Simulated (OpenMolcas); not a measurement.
Cr4+ (d2) in a complex was computed by SS-CASPT2, IPEA 0.25 Eh, imaginary shift 0.1 Eh with the d shell active (OpenMolcas, ANO-RCC-VTZP on the metal). Its lowest spin-free states, and all those of the highest spin:

```tsv
2S+1	Degeneracy	E (cm-1)
3	1	0
1	1	6230
1	1	9610
3	2	11030
3	1	18800
1	2	19750
3	1	21730
1	1	24330
1	1	24450
3	2	24720
1	1	29170
1	2	29990
3	1	31340
3	2	35330
```

**Question.** Is the site octahedral, tetrahedral or cube-like, axial, or of lower symmetry?

**Answer.** The states with 2S+1 = 3 have orbital degeneracies 1, 2, 1, 1, 2, 1, 2. There are pairs but no triples, so the site is axial: not cubic, but with a proper or improper axis of order three or more. The run had Cr4+ with 4 ligands (hydroxide) in tetrahedral coordination (S4) at 1.74 Å. Ligand basis ANO-RCC-VDZP.

Over all roots computed the reference weight is 0.70 to 0.72; a low but even weight reflects the number of correlated electrons. The least metal-like active orbital is 77 % on the metal (Löwdin) and no ligand orbital is active, so the numbers are rough. Ligand-to-metal charge-transfer states are missing. With no ligand orbital active B as a rule stays too high, so bands that hang on it stand too high and its fall with covalency is understated. With one d shell and no ligand orbital active, 10Dq can be off by a tenth or more. No measured value stands beside these numbers; the geometry is a model, was not optimised and need not be the one that this ion takes.
